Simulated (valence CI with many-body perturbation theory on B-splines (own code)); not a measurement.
**Ni⁷⁺: calculated level list**

Computed by relativistic CI+MBPT: three valence electrons over a frozen Dirac-Fock core [Ar], a basis of 9 s, 9 p, 10 d, 8 f, 5 g, 3 h, 1 i functions for each j, with the one-electron correlation potential Σ1 (screened to all orders), the two-electron term Σ2, the three-electron term Σ3, Breit, model QED; selected single and double excitations, second order for the rest, scaled by the run's own slope (own B-spline code, finite nucleus).

Set against measurement, 6 paired levels are off by 360 cm⁻¹ on average, the worst by 837. These come from a selection out of Corliss and Sugar, J. Phys. Chem. Ref. Data 10, 197 (1981). Levels without a partner in it may be off by more, other configurations by 1,000 to 8,000 cm⁻¹. The list stops below the first excitations out of the core. Only levels of the ground parity were solved; by the run's estimate the other parity begins above the list, which can be wrong where configurations are misplaced.

Levels 1 to 19 of 19, with energies above the lowest level, 3d³ ⁴F_3/2. "Leading %" is the weight of the configuration and term that name the level; weights of strongly mixed levels are sums over their largest components and can fall short. In the jj column 3d3/2^4 stands for four electrons in 3d with j = 3/2.

```csv
No.,Configuration,Term,J,E (cm⁻¹),Leading %,Leading jj,g,Second component
1,3d³,⁴F,3/2,0.0,100,3d3/2^3 (39 %),0.400,
2,3d³,⁴F,5/2,944,100,3d3/2^2 3d5/2 (78 %),1.028,
3,3d³,⁴F,7/2,2169,100,3d3/2 3d5/2^2 (77 %),1.237,
4,3d³,⁴F,9/2,3610,99,3d3/2 3d5/2^2 (48 %),1.332,
5,3d³,⁴P,1/2,23917,98,3d3/2^2 3d5/2 (67 %),2.632,
6,3d³,⁴P,3/2,24181,95,3d3/2^2 3d5/2 (50 %),1.711,4 % 3d³ ²P
7,3d³,⁴P,5/2,25506,99,3d3/2 3d5/2^2 (63 %),1.599,
8,3d³,²G,7/2,25621,100,3d3/2 3d5/2^2 (50 %),0.889,
9,3d³,²G,9/2,26770,95,3d3/2^2 3d5/2 (55 %),1.103,5 % 3d³ ²H
10,3d³,²P,3/2,33108,49,3d3/2 3d5/2^2 (50 %),1.100,46 % 3d³ ²D
11,3d³,²P,1/2,33740,98,3d3/2 3d5/2^2 (67 %),0.704,
12,3d³,²H,9/2,35263,95,3d3/2 3d5/2^2 (47 %),0.917,5 % 3d³ ²G
13,3d³,²H,11/2,35985,100,3d3/2 3d5/2^2 (100 %),1.090,
14,3d³,²D,5/2,36774,99,3d3/2 3d5/2^2 (53 %),1.201,
15,3d³,²D,3/2,37286,53,3d5/2^3 (77 %),1.053,46 % 3d³ ²P
16,3d³,²F,7/2,57664,100,3d3/2 3d5/2^2 (73 %),1.142,
17,3d³,²F,5/2,58313,100,3d3/2 3d5/2^2 (53 %),0.857,
18,3d³,²D,5/2,90263,99,3d3/2^2 3d5/2 (53 %),1.199,
19,3d³,²D,3/2,90839,100,3d3/2 3d5/2^2 (88 %),0.799,
```

Names give the largest LS component (configuration and term), which can be under half, so a name can repeat, a term be missing and a line seem to break the LS rules; names also repeat where a configuration has a term twice.

The ionisation energy to 3d² ³F2 of the next ion comes out as 161.98 eV (NIST: 162 ± 2.1 eV (theoretical)). All 19 levels together are meant to be complete up to 395430 cm⁻¹.
